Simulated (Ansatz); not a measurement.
HClF2OSi (SMILES O[Si](F)(F)Cl), singlet, geometry from GFN2-xTB; Ansatz (a first-principles code) with MP2/cc-pV(T+d)Z.

Ansatz was given this input:
Ansatz 0.2 input:
```yaml
crystal:
  periodic: [false, false, false]
  atoms:
    - {symbol: O, position_ang: [1.63775832, -0.46100503, -0.44317007]}
    - {symbol: Si, position_ang: [0.12050648, -0.26971536, 0.02240933]}
    - {symbol: F, position_ang: [-0.06135595, -0.77015572, 1.52532272]}
    - {symbol: F, position_ang: [-0.68454838, -1.33585848, -0.82739633]}
    - {symbol: Cl, position_ang: [-0.61542772, 1.55335646, -0.17417586]}
    - {symbol: H, position_ang: [2.38625293, 0.01112302, -0.08871797]}
basis:
  gaussian:
    orbitals: cc-pV_T+d_Z.json
magnetization: {spin_polarized: false}
correlation: {method: mp2}
```
The basis file holds cc-pV(T+d)Z in the JSON format of the Basis Set Exchange.

It wrote (shortened):

```
Functional definition: HF
1119 factors; integrals over basis functions are off by at most 9.4e-4 eV
mean field evaluation 1: about -27838.0436 eV, gradient 4.7e1 eV
mean field evaluation 2: about -27838.2291 eV, gradient 4.7e1 eV
mean field evaluation 4: about -27841.6832 eV, gradient 2.2e0 eV
mean field evaluation 8: about -27841.7140 eV, gradient 1.8e-1 eV
mean field -27841.71405665 eV, -1023.1641197903 hartree, gradient 2.9e-6 eV, S^2 0.000000; 0 other end points of the search recorded, 0 dependent functions left out
13 core orbitals not correlated
reference -27841.71405665 eV, -1023.1641197903 hartree; 16, 16 occupied and 153, 153 virtual orbitals, 1119 factors
second order -28.27107794 eV of doubles, -0.00000000 eV of singles
Total energy: -27869.98513459 eV, -1024.2030627417 hartree
```
